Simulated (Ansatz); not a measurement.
`[SiH3][SiH2]B1C[SiH2]1` + `[NH2][Ge][OH]` → `[NH2][Ge][O][SiH3]` + `[SiH3]B1C[SiH2]1`  (cleavage of the Si–Si bond)

Program: Ansatz. Geometries: PBE0-D4/def2-TZVP. ΔE: electronic, gas phase. CCSD(T)/CBS adds triple-zeta CCSD(T) − MP2 to the extrapolated MP2 energy (def2 sets, frozen cores). DFT in def2-TZVPP. HSE06 is defined as in plane-wave codes. For Ge outer-core shells are correlated without core-valence functions, which leaves a few kJ/mol of doubt a bond. Scalar relativity is left out up to krypton. One conformer a species, not always the lowest.

CCSD(T)/CBS gives -97.5 kJ/mol.

Another level gave -71.0 kJ/mol. Which?
A. HSE06/def2-TZVPP
B. r2SCANh/def2-TZVPP
C. PBE-D4/def2-TZVPP
D. RPA@PBE/def2-TZVPP

C. PBE-D4 -71.0, r2SCANh -91.4, RPA@PBE/def2-TZVPP -101.4, HSE06 -79.7 kJ/mol.

Largest T1 diagnostic among the species: 0.015.

Leaving LDA and LC-ωPBE aside and taking each functional with its dispersion term where it has one, the values, not all of them listed here, spread over 37.8 kJ/mol, from BHLYP-D4 to PBE-D4. In def2-TZVPP, CCSD(T) changes the Hartree–Fock value by +26.6 kJ/mol (the triples alone add +3.5 kJ/mol) and MP2 by +20.5 kJ/mol.

CCSD(T)/CBS has its own doubt, a few kJ/mol and more with outer-core shells, so smaller differences from it don't rank the levels.
